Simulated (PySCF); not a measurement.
**Peak assignment**

Atoms are numbered as in `[CH3:1][Si:2]([SiH3:3])([SiH3:4])[SiH2:5][O:6][CH:7]=[O:8]`. Each H is labelled by its parent atom.

One conformer, rapidly exchanging positions averaged, non-relativistic Hamiltonian, gas phase. Geometry from GFN2-xTB; NMR shieldings at PBE0/pcSseg-1/GIAO; PySCF.

δ = σ(ref) − σ, references computed at the same level: 13C, 1H against TMS.

**Question.** Assign these signals to the numbered atoms. 13C{1H} NMR (computed): δ 165.1, -7.7.

**Answer.** 
| δ (ppm) | atoms | environment | reason |
| --- | --- | --- | --- |
| 165.1 | C7 | carbonyl carbon | – |
| -7.7 | C1 | methyl carbon bonded to Si | an electropositive neighbour leaves it electron-rich and shielded |

**Question.** Assign these signals to the numbered atoms. 1H NMR (400 MHz, computed): δ 8.08 (s, 1H), 5.45 (s, 2H), 3.68 (s, 6H), 0.22 (s, 3H).

**Answer.** 
```tsv
δ (ppm)	atoms	environment	reason
8.08	H(C7)	hydrogen on a carbonyl carbon	–
5.45	H(Si5)	hydrogen on a silicon bonded to O, Si	–
3.68	H(Si3)/H(Si4)	hydrogen on a silicon bonded to Si	–
0.22	H(C1)	hydrogen on a methyl carbon bonded to Si	an electropositive neighbour shields it, as in TMS itself
```

Shifts are as computed. Against solution values, carbons near 30 ppm lie about +3 ppm off and those near 130 ppm about +5 ppm. Of 1211 compounds with measured shifts, 218 miss one by over three times the rms of a fit or turn the order of signals round; such compounds aren't used in these exercises. No couplings were computed; multiplicities are counted from neighbouring protons, with m where these are inequivalent, close in shift, in a saturated or five-membered ring or joined by F or P, and br s for small geminal =CH2 splittings.
